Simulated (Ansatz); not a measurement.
Zn2Br3. Total charge 0; doublet. Geometry PBE-D4/def2-SVP.

```xyz
5

Zn    0.504   -0.086    0.874
Zn   -0.821    0.154   -1.380
Br    0.437    2.153    0.017
Br    1.683   -1.506   -0.545
Br   -1.804   -0.716    1.034
```

At HF/STO-3G the charge 0 doublet is spin-contaminated (final ⟨S²⟩ up to 2.78, 0.75 for a pure state). Another isomer (doublet) lies 0.65 eV lower at PBE0-D4/def2-TZVP; other spin states weren't run for this one.

Q: Estimate the α-spin orbital energies around the gap (eV) in Ansatz with HF/STO-3G, PBE-D4/def2-SVP, PBE-D4/def2-TZVP, r2SCAN-D4/def2-TZVP, PBE0-D4/def2-TZVP.

A: 
```json
{"orbital": "HOMO−9", "HF/STO-3G": "-13.85", "PBE-D4/def2-SVP": "-10.33", "PBE-D4/def2-TZVP": "-10.60", "r2SCAN-D4/def2-TZVP": "-10.93", "PBE0-D4/def2-TZVP": "-11.99"}
{"orbital": "HOMO−8", "HF/STO-3G": "-11.34", "PBE-D4/def2-SVP": "-8.69", "PBE-D4/def2-TZVP": "-8.94", "r2SCAN-D4/def2-TZVP": "-9.29", "PBE0-D4/def2-TZVP": "-10.24"}
{"orbital": "HOMO−7", "HF/STO-3G": "-11.20", "PBE-D4/def2-SVP": "-8.11", "PBE-D4/def2-TZVP": "-8.35", "r2SCAN-D4/def2-TZVP": "-8.70", "PBE0-D4/def2-TZVP": "-9.63"}
{"orbital": "HOMO−6", "HF/STO-3G": "-10.71", "PBE-D4/def2-SVP": "-8.09", "PBE-D4/def2-TZVP": "-8.32", "r2SCAN-D4/def2-TZVP": "-8.67", "PBE0-D4/def2-TZVP": "-9.59"}
{"orbital": "HOMO−5", "HF/STO-3G": "-9.79", "PBE-D4/def2-SVP": "-7.66", "PBE-D4/def2-TZVP": "-7.91", "r2SCAN-D4/def2-TZVP": "-8.26", "PBE0-D4/def2-TZVP": "-9.17"}
{"orbital": "HOMO−4", "HF/STO-3G": "-9.78", "PBE-D4/def2-SVP": "-7.33", "PBE-D4/def2-TZVP": "-7.60", "r2SCAN-D4/def2-TZVP": "-7.93", "PBE0-D4/def2-TZVP": "-8.83"}
{"orbital": "HOMO−3", "HF/STO-3G": "-9.01", "PBE-D4/def2-SVP": "-6.97", "PBE-D4/def2-TZVP": "-7.25", "r2SCAN-D4/def2-TZVP": "-7.58", "PBE0-D4/def2-TZVP": "-8.49"}
{"orbital": "HOMO−2", "HF/STO-3G": "-8.66", "PBE-D4/def2-SVP": "-6.91", "PBE-D4/def2-TZVP": "-7.19", "r2SCAN-D4/def2-TZVP": "-7.53", "PBE0-D4/def2-TZVP": "-8.44"}
{"orbital": "HOMO−1", "HF/STO-3G": "-8.09", "PBE-D4/def2-SVP": "-6.67", "PBE-D4/def2-TZVP": "-6.96", "r2SCAN-D4/def2-TZVP": "-7.29", "PBE0-D4/def2-TZVP": "-8.20"}
{"orbital": "HOMO", "HF/STO-3G": "-4.86", "PBE-D4/def2-SVP": "-5.17", "PBE-D4/def2-TZVP": "-5.49", "r2SCAN-D4/def2-TZVP": "-5.84", "PBE0-D4/def2-TZVP": "-6.36"}
{"orbital": "LUMO", "HF/STO-3G": "2.90", "PBE-D4/def2-SVP": "-3.08", "PBE-D4/def2-TZVP": "-3.41", "r2SCAN-D4/def2-TZVP": "-3.20", "PBE0-D4/def2-TZVP": "-2.59"}
{"orbital": "LUMO+1", "HF/STO-3G": "4.02", "PBE-D4/def2-SVP": "-1.18", "PBE-D4/def2-TZVP": "-1.69", "r2SCAN-D4/def2-TZVP": "-1.53", "PBE0-D4/def2-TZVP": "-0.99"}
{"orbital": "LUMO+2", "HF/STO-3G": "4.05", "PBE-D4/def2-SVP": "0.11", "PBE-D4/def2-TZVP": "-1.07", "r2SCAN-D4/def2-TZVP": "-0.86", "PBE0-D4/def2-TZVP": "-0.40"}
{"orbital": "LUMO+3", "HF/STO-3G": "7.72", "PBE-D4/def2-SVP": "0.47", "PBE-D4/def2-TZVP": "-0.95", "r2SCAN-D4/def2-TZVP": "-0.75", "PBE0-D4/def2-TZVP": "-0.31"}
{"orbital": "LUMO+4", "HF/STO-3G": "7.73", "PBE-D4/def2-SVP": "1.00", "PBE-D4/def2-TZVP": "0.41", "r2SCAN-D4/def2-TZVP": "0.88", "PBE0-D4/def2-TZVP": "1.05"}
{"orbital": "LUMO+5", "HF/STO-3G": "8.28", "PBE-D4/def2-SVP": "2.02", "PBE-D4/def2-TZVP": "0.45", "r2SCAN-D4/def2-TZVP": "0.95", "PBE0-D4/def2-TZVP": "1.18"}
{"orbital": "β HOMO", "HF/STO-3G": "-4.61", "PBE-D4/def2-SVP": "-6.64", "PBE-D4/def2-TZVP": "-6.94", "r2SCAN-D4/def2-TZVP": "-7.27", "PBE0-D4/def2-TZVP": "-8.18"}
{"orbital": "β LUMO", "HF/STO-3G": "2.83", "PBE-D4/def2-SVP": "-4.31", "PBE-D4/def2-TZVP": "-4.62", "r2SCAN-D4/def2-TZVP": "-4.25", "PBE0-D4/def2-TZVP": "-3.69"}
```
